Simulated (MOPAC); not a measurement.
MOPAC input (MNDO):

```
MNDO PRECISE GNORM=0.05 LET XYZ GEO-OK AUX(PRECISION=9) THREADS=1
Cs2

Cs   -0.00000000 1   -0.00000000 1   -2.36930400 1
Cs    0.00000000 1    0.00000000 1    2.36930400 1
```

From the output:

```
                                                       MOPAC v23.2.5 Linux

          FINAL HEAT OF FORMATION =         59.17945 KCAL/MOL =     247.60681 KJ/MOL

          COSMO AREA              =        323.24 SQUARE ANGSTROMS
          COSMO VOLUME            =        491.23 CUBIC ANGSTROMS

          GRADIENT NORM           =          0.00039          =       0.00027 PER ATOM
          IONIZATION POTENTIAL    =          1.735708 EV
          HOMO LUMO ENERGIES (EV) =         -1.736  0.915
          NO. OF FILLED LEVELS    =          1
          MOLECULAR WEIGHT        =        265.8108         POINT GROUP:  D*h

          MOLECULAR DIMENSIONS (Angstroms)

            Atom       Atom       Distance
           Cs     2   Cs     1     5.08267
           Cs     2   Cs     1     0.00000
           Cs     2   Cs     1     0.00000

          SCF CALCULATIONS        =          6

   ATOM   CHEMICAL          X               Y               Z
  NUMBER   SYMBOL      (ANGSTROMS)     (ANGSTROMS)     (ANGSTROMS)

     1      Cs          0.00000000  *   0.00000000  *  -2.54133438  *
     2      Cs         -0.00000000  *   0.00000000  *   2.54133438  *

                             CARTESIAN COORDINATES

   1   Cs        0.000000000     0.000000000    -2.541334385
   2   Cs       -0.000000000     0.000000000     2.541334385

           Empirical Formula: Cs2  =     2 atoms

      MOLECULAR POINT GROUP   :   D*h

                  EIGENVALUES
  -1.73571   0.91451   0.91451   0.96440   1.21352   4.08800   4.08800   4.80911

              NET ATOMIC CHARGES AND DIPOLE CONTRIBUTIONS

  ATOM NO.   TYPE          CHARGE      No. of ELECS.   s-Pop       p-Pop
    1         Cs          -0.000000        1.0000     0.46864     0.53136
    2         Cs           0.000000        1.0000     0.46864     0.53136
 DIPOLE           X         Y         Z       TOTAL
 POINT-CHG.    -0.000     0.000     0.000     0.000
 HYBRID         0.000     0.000    -0.000     0.000
 SUM            0.000     0.000     0.000     0.000

          ATOMIC ORBITAL ELECTRON POPULATIONS

     Atom    s        px        py        pz
    1 Cs   0.46864   0.00000   0.00000   0.53136
    2 Cs   0.46864   0.00000   0.00000   0.53136

 **********************
 *                    *
 * JOB ENDED NORMALLY *
 *                    *
 **********************

 == MOPAC DONE ==
```

The geometry given is a B3LYP-D3(BJ)/def2-TZVP minimum.
